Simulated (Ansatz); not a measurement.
GeF2Me2 (C2H6F2Ge). The state is a triplet with charge 0. Geometry r2SCAN-D4/def2-SVP, that of the neutral singlet; atoms count from 1.

```xyz
11

Ge    0.413    0.312    0.287
F     1.056    1.878   -0.120
F     1.271   -0.117    1.740
C     0.946   -0.920   -1.094
H     0.464   -0.660   -2.048
H     0.666   -1.947   -0.818
H     2.036   -0.867   -1.219
C    -1.443    0.543    0.747
H    -1.889   -0.418    1.041
H    -2.001    0.952   -0.108
H    -1.519    1.244    1.591
```

At PBE0-D4/def2-TZVP a singlet of charge 0 lies 7.78 eV below the triplet at the same geometry.

(1) Estimate the Mulliken populations from the PBE0/def2-TZVP orbitals of Ansatz.

(2) Where does the spin sit?

(3) And the Mayer bond orders between bonded heavy atoms (over 0.3)?

Answers

(1) 
```json
{"atom": "Ge1", "charge (e)": "0.33", "spin (α − β)": "0.77"}
{"atom": "F2", "charge (e)": "-0.30", "spin (α − β)": "0.06"}
{"atom": "F3", "charge (e)": "-0.30", "spin (α − β)": "0.06"}
{"atom": "C4", "charge (e)": "0.09", "spin (α − β)": "0.01"}
{"atom": "H5", "charge (e)": "0.01", "spin (α − β)": "0.18"}
{"atom": "H6", "charge (e)": "0.01", "spin (α − β)": "0.18"}
{"atom": "H7", "charge (e)": "0.03", "spin (α − β)": "0.19"}
{"atom": "C8", "charge (e)": "0.09", "spin (α − β)": "0.01"}
{"atom": "H9", "charge (e)": "0.01", "spin (α − β)": "0.18"}
{"atom": "H10", "charge (e)": "0.01", "spin (α − β)": "0.18"}
{"atom": "H11", "charge (e)": "0.03", "spin (α − β)": "0.19"}
```
Mulliken values and Mayer orders depend strongly on the basis.

(2) Summed by element: Ge 0.77, F 0.12, C 0.02, H 1.10, of 2 unpaired in all. Largest on single atoms: Ge1 0.77, H7 0.19, H11 0.19.

(3) Ge1–F2 0.84 (1.74 Å); Ge1–F3 0.84 (1.74 Å). Values over 0.3 also appear between atoms too far apart for a bond (C4–C8 0.42 at 3.35 Å); they arise where an orbital or an unpaired electron spreads over both atoms.
